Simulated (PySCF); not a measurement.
Positional isomers: benzothiophene boryl+vinyl. All species are isolated molecules in the gas phase. One relaxed conformer stands for each flexible species; it need not be the lowest. Strings in code marks are SMILES.

The four lowest singlet excitations (Tamm–Dancoff). Method: TPSSh-D3(BJ)/def2-TZVP // B3LYP-D3(BJ)/def2-SVP (PySCF). Excitations are Tamm–Dancoff values on a coarser integration grid. The basis has no diffuse functions, so Rydberg states are missing or too high.

```tsv
state	energy (eV)	wavelength (nm)	oscillator strength
S1	3.25	381	0.135
S2	3.69	336	0.039
S3	4.39	283	0.259
S4	4.78	259	0.335
```

Problem. Say which member gives these states.
A) `Bc1cc2sccc2cc1C=C`
B) `Bc1cc2c(C=C)cccc2s1`
C) `Bc1cc2ccsc2cc1C=C`
D) `Bc1ccc(C=C)c2ccsc12`

Solution. D, `Bc1ccc(C=C)c2ccsc12`
